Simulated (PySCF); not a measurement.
## Peak assignment

Bonds (- single, = double, # triple, : aromatic): C1-O2 1.393 Å, O2-Si3 1.612 Å, Si3-O4 1.648 Å, O4-C5 1.323 Å, C5-C6 1.504 Å, C5=O7 1.202 Å. C1 carries H8, H9, H10; Si3 carries H11, H12; C6 carries H13, H14, H15.

[PySCF 2.14: coordinates at the GFN2-xTB level; shieldings: GIAO PBE0/pcSseg-1; one computed conformer; averaged over atoms made equivalent by symmetry, fast rotation or ring inversion; non-relativistic Hamiltonian; no solvent model]

Scale: 13C (σref 186.93), 1H (σref 31.72) against TMS (reference shieldings calculated alike).

Task: Assign these signals to the numbered atoms. 13C{1H} NMR (computed): δ 176.6, 50.9, 24.3.

Result: 
176.6 → C5, carbonyl carbon
50.9 → C1, methyl carbon bonded to O: pulled downfield by the heteroatom
24.3 → C6, methyl carbon α to a carbonyl: the adjacent C=O deshields it moderately

Task: Assign these signals to the numbered atoms. 1H NMR (600 MHz, computed): δ 5.07 (s, 2H), 3.85 (s, 3H), 2.10 (s, 3H).

Result: 
| δ (ppm) | atoms | environment | reason |
| --- | --- | --- | --- |
| 5.07 | H11/H12 | hydrogen on a silicon bonded to 2 O | – |
| 3.85 | H8/H9/H10 | hydrogen on a methyl carbon bonded to O | its carbon carries O, an electronegative neighbour |
| 2.10 | H13/H14/H15 | hydrogen on a methyl carbon α to a carbonyl | α to C=O |

Shifts are as computed. Against solution values, carbons near 30 ppm lie about +3 ppm off and those near 130 ppm about +5 ppm (rms about the fit 2.1 ppm; single classes can miss by 10 ppm). Of 1328 compounds with measured shifts, 309 miss one by over three times the rms of a fit or turn the order of signals round; such compounds aren't used in these exercises. Signals without a measured value on file couldn't be tested in this way; 1H shifts scatter by 0.2 ppm about their fit, and single ones miss by 0.5 ppm. No couplings were computed; multiplicities are counted from neighbouring protons, with m where these are inequivalent, close in shift, in a saturated or five-membered ring or joined by F or P, and br s for small geminal =CH2 splittings.
